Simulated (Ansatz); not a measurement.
`C[Si](O)(O)[SiH3]` + H₂ → `C[SiH](O)[SiH3]` + H₂O at 500 K and 1 bar (hydrogenolysis of the Si–O bond).

Program: Ansatz. Geometries: PBE0-D4/def2-TZVP. ΔE: electronic, gas phase. CBS: MP2 limit from def2 TZ/QZ plus the TZ coupled-cluster correction, frozen cores. This one scheme is used for every species. Each species was taken in one conformer, which may not be the lowest.

```
            species  CCSD(T)/CBS energy (Eh)  H − E (kJ/mol)  S (J/(mol·K))
`C[Si](O)(O)[SiH3]`               -771.48623           298.5          469.1
                 H₂                 -1.17544            41.0          145.5
  `C[SiH](O)[SiH3]`               -696.24702           274.2          435.0
                H₂O                -76.37941            73.2          206.3
```

H − E and S are ideal-gas, rigid-rotor, harmonic terms from PBE0-D4/def2-TZVP, for one conformer and one mirror image of each species. For small species the MP2-based limit differs from directly extrapolated CCSD(T) by up to some mEh (0.8 for H₂); such offsets cancel only in part. 1 Eh = 2625.50 kJ/mol, R = 8.31446 J/(mol·K).

By hand: ΔE, ΔH, ΔS and ΔG.

ΔE = (-696.24702) + (-76.37941) − (-771.48623) − (-1.17544) = 0.03524 Eh = 92.5 kJ/mol. Δ(H − E) = 274.2 + 73.2 − 298.5 − 41.0 = 7.9, so ΔH = 100.4 kJ/mol. ΔS = 435.0 + 206.3 − 469.1 − 145.5 = 26.7 J/(mol·K). ΔG = 100.4 − 500 × (26.7)/1000 = 87.1 kJ/mol.

By hand: the equilibrium constant, and the temperature at which ΔG would vanish if ΔH and ΔS stayed fixed.

log₁₀ K = −ΔG/(RT ln 10) = -9.1. ΔG = 0 at ΔH/ΔS = 3760 K, far beyond where these terms or the molecules hold.

ΔH outweighs TΔS. A doubt of 5 kJ/mol in ΔE shifts log₁₀ K by 0.5 here. Other conformers and mirror images would add mixing entropy, several J/(mol·K) or more a flexible species. These are equilibria of isolated gas molecules and say nothing of rates. Largest T1 diagnostic: 0.012 (customary marks: 0.02 for closed shells, 0.045 for open ones).
